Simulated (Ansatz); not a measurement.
A structure drawn as `CO[SiH]F`, with this starting geometry:

```xyz
8

C    -0.864    0.374    0.339
O     0.372    0.060    0.939
Si    1.512   -0.604   -0.044
F     0.722   -1.779   -1.004
H    -1.490    0.850    1.191
H    -1.439   -0.458    0.012
H    -0.789    1.146   -0.431
H     1.977    0.411   -1.002
```

The species carries charge 0 and has multiplicity 2.

Relax it with Ansatz at PBE-D4/def2-SVP and then PBE0-D4/def2-TZVP. Is the drawn bonding still there?

Yes, every drawn bond is still there and no new one forms.

Give the relaxed structure. (Estimate.)

Ansatz gave: 
Z-matrix (Å, degrees):
```
C
O 1 1.413
H 1 1.094 2 111.2
H 1 1.093 2 111.1 3 -121.5
H 1 1.090 2 107.9 3 119.2
Si 2 1.629 1 127.0 3 58.5
F 6 1.605 2 110.0 1 56.6
H 6 1.491 2 105.4 1 172.6
```
All modes are real.

Atoms count as bonded under 1.1 times the sum of their covalent radii (H–H under 0.85 Å, pairs among N, O and F under 1.55 Å), and a drawn bond as lost past 1.3 times.
